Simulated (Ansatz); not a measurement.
One change: `O=C[SiH]([SiH3])S` becomes `C[SiH](S)C=O`.

Ansatz, PBE0-D4/def2-TZVP geometries, multiplicity 1. Each molecule was computed in one conformer, which needn't be the lowest.

```tsv
property	`O=C[SiH]([SiH3])S`
HOMO energy (B3LYP/def2-TZVPP) / eV	-7.08
HOMO–LUMO gap (B3LYP/def2-TZVPP) / eV	4.88
HOMO energy (PBE0/def2-TZVPP) / eV	-7.30
LUMO energy (ωB97M-V/def2-TZVPP) / eV	0.25
size of the dipole moment (PBE/def2-TZVPP) / D	2.02
HOMO–LUMO gap (ωB97M-V/def2-TZVPP) / eV	9.67
```

**Question.** What does the change do to each property? (Estimate.)

**Answer.** Ansatz gave: 
| property | `C[SiH](S)C=O` | shift |
| --- | --- | --- |
| HOMO energy (B3LYP/def2-TZVPP) / eV | -6.71 | 0.37 |
| HOMO–LUMO gap (B3LYP/def2-TZVPP) / eV | 4.79 | -0.09 |
| HOMO energy (PBE0/def2-TZVPP) / eV | -6.91 | 0.39 |
| LUMO energy (ωB97M-V/def2-TZVPP) / eV | 0.56 | 0.31 |
| size of the dipole moment (PBE/def2-TZVPP) / D | 1.16 | -0.86 |
| HOMO–LUMO gap (ωB97M-V/def2-TZVPP) / eV | 9.73 | 0.06 |

With PBE0 the HOMO rises by 0.39 eV and the LUMO rises by 0.29 eV, so the gap narrows by about 0.10 eV. PBE moves the HOMO by 0.54 eV and ωB97M-V by 0.25 eV. Dipoles are sizes alone; their direction can turn.

Positive LUMOs are unbound, so they and the gaps depend on the basis.

B3LYP here is the variant with VWN-RPA as its local correlation; programs differ in this.
